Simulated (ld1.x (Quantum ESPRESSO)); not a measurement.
What one change does to a pseudopotential (dysprosium (Dy), PAW)

- Element: dysprosium (Dy)
- Generator: ld1.x (Quantum ESPRESSO) 7.5
- Type: PAW
- Functional: LDA (PZ)
- Relativity: scalar-relativistic
- Frozen core: [Kr] 4d10
- Valence charge: 20
- Reference configuration: 4f9 5s2 5p6 5d0 6s0 6p0 (charge +3)
- Partial waves: 5s (bound): rcut 1.60, rcutus 1.80 bohr; 6s (bound, empty): rcut 1.60, rcutus 1.80 bohr; 5p (bound): rcut 1.85, rcutus 2.05 bohr; 6p (bound, empty): rcut 1.85, rcutus 2.05 bohr; 5d (bound, empty): rcut 1.70, rcutus 1.85 bohr; 5d channel at 2.4 Ry: rcut 1.70, rcutus 1.85 bohr; 4f (bound): rcut 1.05, rcutus 1.30 bohr; 4f channel at 1.3 Ry: rcut 1.05, rcutus 1.30 bohr
- Local potential: all-electron potential smoothed inside 1.55 bohr (lloc = -1)
- Core correction: Bessel-smoothed model core, default radius (core density twice the valence density)
- Augmentation charge: PSQ, inside the norm-conserving radii

Change: waves 4f (bound): rcut 1.05, rcutus 1.92 bohr; 4f channel at 1.3 Ry: rcut 1.05, rcutus 1.92 bohr.

Cutoffs: the cutoffs (Ry, on a coarse ladder) from which the occupation-weighted sum of valence levels, in a spherical-Bessel basis at the reference potential, stays within 10 and 1 mRy of its value at 400 Ry; they do not see the model core or the augmentation charge, which bear on the density cutoff. Errors are all-electron minus pseudo energies relative to the spin-unpolarised reference configuration.

Q: How do hardness, ghosts and transferability respond?

A: The potential gets softer (110 Ry and 180 Ry → 35 Ry and 60 Ry); of the 9 tests that both files solve, the error grows in 4 and shrinks in 4 by more than 15 % and 0.3 meV (median size 23.2 → 35.3 meV); neither file shows a bound ghost. A larger radius leaves more room for a smooth pseudo-wave, so fewer plane waves are needed.

| quantity | base | changed |
| --- | --- | --- |
| cutoff, loose | 110 Ry | 35 Ry |
| cutoff, tight | 180 Ry | 60 Ry |
| loose cutoff by channel (10 mRy a level) | s 15 Ry, p 15 Ry, f 80 Ry | s 15 Ry, p 15 Ry, f 30 Ry |
| bound ghosts | none | none |
| error for 4f10 5s2 5p6 5d0 6s2 6p0, meV [ΔE -44.31 eV] | -13 | +43 |
| error for 4f10 5s2 5p6 5d0 6s1 6p0, meV [ΔE -37.86 eV] | -23 | +30 |
| error for 4f10 5s2 5p6 5d0 6s0 6p0, meV [ΔE -25.99 eV] | -42 | +3.0 |
| error for 4f10 5s1 5p6 5d0 6s2 6p0, meV [ΔE 10.63 eV] | -69 | -57 |
| error for 4f8 5s2 5p6 5d0 6s0 6p0, meV [ΔE 45.05 eV] | +105 | +66 |
| error for 4f10 5s2 5p6 5d0.5 6s1.5 6p0, meV [ΔE -43.01 eV] | -16 | +37 |
| error for 4f10 5s2 5p6 5d0 6s0 6p1, meV [ΔE -34.29 eV] | -40 | +4.8 |
| error for 4f9 5s2 5p6 5d0 6s0 6p0 (spin-polarised), meV [ΔE -4.63 eV] | -11 | -11 |
| error for 4f10 5s2 5p6 5d0 6s2 6p0 (spin-polarised), meV [ΔE -47.04 eV] | -21 | +35 |
| s: phases at 2.26 bohr within 0.05 rad from the reference energy up to (Ry; the scan ends near 5) | 2.0 | 2.0 |
| p: phases at 2.26 bohr within 0.05 rad from the reference energy up to (Ry; the scan ends near 5) | to the end of the scan | to the end of the scan |
| d: phases at 2.26 bohr within 0.05 rad from the reference energy up to (Ry; the scan ends near 5) | to the end of the scan | to the end of the scan |
| f: phases at 2.26 bohr within 0.05 rad from the reference energy up to (Ry; the scan ends near 5) | to the end of the scan | to the end of the scan |
| lowest overlap eigenvalue by channel | s 0.22, p 0.08, d 0.71, f 0.86 | s 0.22, p 0.08, d 0.71, f 0.90 |
